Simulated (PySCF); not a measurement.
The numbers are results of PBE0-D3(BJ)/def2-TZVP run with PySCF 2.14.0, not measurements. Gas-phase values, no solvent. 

Reference species (SMILES): `C([SiH3])=[SiH2]` (neutral, multiplicity 1).

| Quantity | Value |
|---|---|
| LUMO | -1.64 eV |
| dipole moment | 1.78 D |
| HOMO–LUMO gap | 5.24 eV |

After one change: the LUMO rises by 0.11 eV; the dipole moment decreases by 1.07 D; the HOMO–LUMO gap decreases by 0.16 eV.

Task: Name the change that produced these shifts. The new species is one of these.
(A) `C1[SiH2][SiH2]1`
(B) `C[SiH]=[SiH2]`
(C) `C=[SiH][SiH3]`

Result: C, `C=[SiH][SiH3]`
